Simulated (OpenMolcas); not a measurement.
# Tm³⁺: effect of the active space

```
Program             : OpenMolcas 26.06
Method              : CASSCF or its RAS form
Basis               : ANO-RCC-VTZP
Scalar Hamiltonian  : DKH2, point nucleus
Spin-orbit coupling : state interaction with AMFI integrals over the reference wave functions, term energies averaged over their components
```

A. 12 electrons in 7 orbitals (4f); 2S+1 = 3 even, 21 roots; 2S+1 = 1 even, 28 roots (27 in the spin-orbit step); cost roughly 12 core-seconds
B. 12 electrons in 12 orbitals (RAS2 4f; RAS3 5d, at most 1 electron); 2S+1 = 3 even, 21 roots; 2S+1 = 1 even, 28 roots (27 in the spin-orbit step); 2S+1 = 5 odd, 175 roots (102 in the spin-orbit step); 2S+1 = 3 odd, 120 roots kept (CI in the orbitals of an earlier block); 2S+1 = 1 odd, 123 roots kept (CI in the orbitals of an earlier block, 24 in the spin-orbit step); cost about 8 core-minutes
C. 12 electrons in 14 orbitals (RAS2 4f; RAS3 5f, at most 2 electrons); 2S+1 = 3 even, 18 roots; 2S+1 = 1 even, 14 roots kept (CI in the orbitals of an earlier block); cost roughly 5 core-minutes

Energies in cm-1 above 4f12 3H6, the measured ground level; measured values from the list in Tchang-Brillet, Wyart, Meftah and Ait Mammar, Atoms 6, 52 (2018).

```tsv
Level	A	B	C	Measured
4f12 3H6	0.0	0.0	0.0	0.0
4f12 3F4 [53 %]	6822	6822	6397	
4f12 3H5	8304	8304	8079	8217
4f12 3H4 [59 %]	13303	13303	13011	12547
4f12 3F3	16324	16324	15895	14410
4f12 3F2	17694	17694	17346	15090
4f12 1G4 [58 %]	21947	21947	21802	21174
```

Deviations, from unrounded energies. A percentage is the sum of absolute deviations over the sum of measured energies, with the sign that they share, or ± where signs differ.

```
                        Against measurement  Levels      A      B     C
             mean absolute deviation (cm-1)       5   1200   1200   990
      fine structure of the ground term (%)       2   +4.1   +4.1  ±2.9
other terms of the ground configuration (%)       3  +10.4  +10.4  +8.6
```

C lies closest to measurement on these levels and A furthest from it. The largest miss of C in the table is 4f12 3F2, by +2300 cm-1. The ranking rests on the paired levels alone, and a cruder setting can come out closer through cancelling errors.

The spin-orbit steps hold different terms of 4f12 (C lacks 1I, 3P), which shifts levels as well.

Among A to C the level of the table that moves most is 4f12 3F3, by 430 cm-1 (lowest in C, highest in A).

Without dynamic correlation excited terms often stand tens of per cent too high (terms of higher spin than the ground term too low), and those without a measured partner can miss by more than the paired ones. Some high roots are left out of the spin-orbit mixing, which shifts the levels that they would mix with (holds for A; B). Terms from blocks run as CI alone lack orbitals of their own (holds for C). Active for correlation alone: 5f; no level in the range computed is led by a configuration that fills it, so any true level of that kind is missing (holds for C). Measured partners are found by configuration, term and J. A level has none where our copy of the source lacks it or the pairing is in doubt (some pairs that miss far off the trend of their configuration count as doubtful), and it then counts in no deviation. Levels of configurations outside the active space are missing. The table leaves out levels that lie high or whose names do not pair safely across all columns.

A share in square brackets marks a mixed level and gives the weight of the term that names it, the lowest over the columns.
